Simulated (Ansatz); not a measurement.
Relaxed structures of LiAlHOF, singlet (PBE0-D4/def2-TZVP; forces vanish, vibrations not checked; lower isomers may exist, and structures with a doubtful reference or unclear bonds are left out; Å). Program: Ansatz 0.2.0. Basis: def2-TZVPP. Cores are frozen in the correlated methods. The outer core shell of Li, Na, Mg and K is correlated.

Question: Rank them by CCSD(T) energy, lowest first, and give each one's height above the lowest. Links in brackets join atoms within 1.22 times the sum of their covalent radii (1.1 for two metals). (Judge from chemistry; the value comes from the calculation.)
A.
LiAlHOF ([O]1[Li]2[F][AlH]12)
```
5
angstrom
Li -1.5687 -0.4397 0.1105
Al 0.7767 0.1890 0.0262
O -0.2038 -0.4678 1.1745
F -0.3071 0.3833 -1.3048
H 2.2611 0.6495 -0.2038
```
B.
LiAlHOF ([Li][Al]([OH])[F])
```
5
angstrom
Li -2.4312 -1.0098 1.1014
Al -0.3555 -0.0456 -0.1260
O 1.1915 0.0882 0.6084
F -0.3414 0.5183 -1.7092
H 1.9365 0.4489 0.1254
```
C.
LiAlHOF ([OH]1[Li]2[F][Al]12)
```
5
angstrom
Li 0.3217 0.5424 -1.2888
Al -1.0415 -0.5147 0.6959
O 0.7004 0.0484 0.3655
F -1.3290 0.0253 -1.0219
H 1.3500 -0.0344 1.0616
```
D.
LiAlHOF ([Li][O][AlH][F])
```
5
angstrom
Li -0.3053 -0.5489 2.4334
Al -0.5081 -0.3418 -0.8287
O -0.4391 -0.4946 0.8148
F 0.2580 0.8953 -1.6349
H -1.2840 -1.3198 -1.7977
```

Answer: By the calculation: D (0.00 kcal/mol), C (1.11 kcal/mol), A (4.01 kcal/mol), B (25.35 kcal/mol). Heights count from the lowest.

T1 diagnostic: at most 0.016. The restricted Hartree–Fock reference is unstable towards an unrestricted one at one or more of these structures.

For scale, one of the runs: CCSD(T)/def2-TZVPP, 137 basis functions, launched by `ansatz run in.yaml --threads 2 --pin off --events-out ev --progress --plain --max-ram 4352MiB`. Time: 17 s of wall clock on 2 CPU threads of an Arm Neoverse V1; the host was shared. Peak host memory: 0.76 GiB.
